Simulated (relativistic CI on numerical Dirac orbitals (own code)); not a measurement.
## d1 to d9 in one octahedral field

Computed with a parametric ligand-field model without spin-orbit coupling, by exact diagonalisation: B = 920, C = 3750, 10Dq = 24200 cm⁻¹ (Oh; |10Dq|/B = 26.3) for every shell. Energies in cm⁻¹; the field energy is (0.6 n_e − 0.4 n_t2) × 10Dq of the ground term; g labels are left out.

| Shell | Ground term | Electrons in e | Field energy | First spin-allowed bands | Lowest term of other spin |
| --- | --- | --- | --- | --- | --- |
| d1 | 2T2 | 0.000 | -9680 | 2E 24200 |  |
| d2 | 3T1 | 0.027 | -18716 | 3T2 22352, 3T1 34305 | 1T2 13504 |
| d3 | 4A2 | 0.000 | -29040 | 4T2 24200, 4T1 33513 | 2E 18058 |
| d4 | 3T1 | 0.039 | -37774 | 3E 21020, 3T1 21977 | 5E 1390 |
| d5 | ? | ? | ? | ? | ? |
| d6 | 1A1 | 0.049 | -56883 | 1T1 21896, 1T2 33365 | 3T1 13747 |
| d7 | 2E | 1.038 | -42651 | 2T1 21685, 2T2 22449 | 4T1 6002 |
| d8 | 3A2 | 2.000 | -29040 | 3T2 24200, 3T1 33513 | 1E 14655 |
| d9 | 2E | 3.000 | -14520 | 2T2 24200 |  |

(1) Fill in the row of d5.

## Answers

(1) Ground term: 6A1; Electrons in e: 2.000; Field energy: 0; First spin-allowed bands: none; Lowest term of other spin: 2T2 38. Low spin: d4, d6, d7; the other shells keep the spin of the free ion. Only d4 to d7 can choose; the field needed to pair spins is smallest for d6 and largest for d5, which loses most exchange energy. In the strong-field picture 10Dq must exceed about 6B + 5C = 24270 (d4), 7.5B + 5C = 25650 (d5), 2.5B + 4C = 17300 (d6) and 4B + 4C = 18680 (d7); mixing of terms shifts these bounds somewhat.
